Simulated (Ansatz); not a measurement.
Relaxation of C2H5SSi (9 atoms, charge 1, multiplicity 1), to a largest force component of 0.015 eV/Å in at most 40 steps.

These are results of Ansatz, RKS PBE0/def2-SVP, not measurements.

```xyz
9
Properties=species:S:1:pos:R:3:forces:R:3
C 0.356 1.498 -0.533 -0.45 -1.17 0.82
Si -0.250 -0.013 0.270 0.44 0.01 -0.50
C 0.883 -1.383 -0.102 -0.86 1.14 0.48
S -1.883 -0.118 1.598 0.69 0.12 0.27
H 1.243 1.508 -1.152 0.50 -0.14 -0.42
H -0.086 2.472 -0.370 -0.32 0.52 0.06
H 0.795 -2.362 0.350 -0.13 -0.56 0.22
H 1.756 -1.256 -0.728 0.44 0.18 -0.46
H -2.814 -0.347 0.668 -0.30 -0.09 -0.49
```

**Question.** Where does it end, and by what steps?

**Answer.** The run converged. Limits of this set-up: the dipole of an ion depends on the origin. After 30 steps the energy has fallen by 1.584 eV; H7 moved furthest, 1.76 Å. Joined: C1–C3.

```json
{"step": "0", "energy less start (eV)": "0.0000", "largest force component (eV/Å)": "1.173", "accepted": "yes"}
{"step": "2", "energy less start (eV)": "-0.0531", "largest force component (eV/Å)": "0.509", "accepted": "yes"}
{"step": "4", "energy less start (eV)": "-0.0702", "largest force component (eV/Å)": "0.210", "accepted": "no"}
{"step": "6", "energy less start (eV)": "-0.0867", "largest force component (eV/Å)": "0.033", "accepted": "yes"}
{"step": "8", "energy less start (eV)": "-0.0910", "largest force component (eV/Å)": "0.158", "accepted": "yes"}
{"step": "10", "energy less start (eV)": "-0.1012", "largest force component (eV/Å)": "0.131", "accepted": "yes"}
{"step": "12", "energy less start (eV)": "-0.1077", "largest force component (eV/Å)": "0.201", "accepted": "yes"}
{"step": "14", "energy less start (eV)": "-0.1251", "largest force component (eV/Å)": "0.513", "accepted": "yes"}
{"step": "16", "energy less start (eV)": "-0.1618", "largest force component (eV/Å)": "0.113", "accepted": "yes"}
{"step": "18", "energy less start (eV)": "-0.2314", "largest force component (eV/Å)": "0.743", "accepted": "yes"}
{"step": "20", "energy less start (eV)": "-0.5671", "largest force component (eV/Å)": "0.859", "accepted": "yes"}
{"step": "22", "energy less start (eV)": "-1.2850", "largest force component (eV/Å)": "0.946", "accepted": "yes"}
{"step": "24", "energy less start (eV)": "-1.4999", "largest force component (eV/Å)": "1.570", "accepted": "yes"}
{"step": "26", "energy less start (eV)": "-1.5534", "largest force component (eV/Å)": "0.365", "accepted": "no"}
{"step": "28", "energy less start (eV)": "-1.5832", "largest force component (eV/Å)": "0.070", "accepted": "yes"}
{"step": "30", "energy less start (eV)": "-1.5845", "largest force component (eV/Å)": "0.006", "accepted": "yes"}
```

```xyz
9
Properties=species:S:1:pos:R:3
C 0.624 0.813 -0.365
Si -0.686 -0.269 0.256
C 1.018 -0.715 -0.126
S -2.551 -0.785 0.907
H 0.596 1.160 -1.408
H 1.085 1.553 0.304
H 1.728 -0.914 0.690
H 1.245 -1.310 -1.022
H -3.060 0.468 0.763
```

Whether the end is a true minimum wasn't checked by a vibrational analysis.

The run took 83 s on 1 CPU thread of a shared host.
